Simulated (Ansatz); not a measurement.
Consider the cleavage of the Si–B bond: `B[SiH](N)F` + H₂Se → `N[SiH](F)[SeH]` + BH₃.

Program: Ansatz. Geometries: PBE0-D4/def2-TZVP. ΔE: electronic, gas phase. CBS: MP2 limit from def2 TZ/QZ plus the TZ coupled-cluster correction, frozen cores. This one scheme is used for every species. DFT in def2-TZVPP. B3LYP here is the variant with VWN-RPA as its local correlation; programs differ in this. HSE06 is defined as in plane-wave codes. For Se outer-core shells are correlated without core-valence functions, which leaves a few kJ/mol of doubt a bond. Scalar relativity is left out up to krypton. Each species was taken in one conformer, which may not be the lowest.

```csv
level,ΔE (kcal/mol),difference from CCSD(T)/CBS
LDA (SPW92),-17.0,3.8
PBE-D4,-17.8,3.0
revPBE-D4,-18.3,2.5
r2SCAN-D4,-20.0,0.8
B3LYP-D4,-19.6,1.2
ωB97X-V,-19.4,1.4
ωB97M-V,-20.6,0.2
BLYP,-17.0,3.8
B3LYP,-18.4,2.4
r2SCANh,-20.3,0.5
r2SCAN0,-20.8,0.0
HSE06,-18.8,2.0
CCSD(T)/def2-SVP,-17.1,3.7
MP2/def2-TZVPP,-22.6,-1.8
CCSD(T)/def2-TZVPP,-19.8,1.0
MP2/CBS(def2),-23.6,-2.8
CCSD(T)/CBS,-20.8,0
```

Largest T1 diagnostic among the species: 0.012.

From PBE to PBE0 (25 % exact exchange), in def2-TZVPP and without D4, ΔE moves by −1.6 kcal/mol. Leaving LDA and LC-ωPBE aside and taking each functional with its dispersion term where it has one, the values, not all of them listed here, spread over 3.4 kcal/mol, from BHLYP-D4 to PBE-D4.
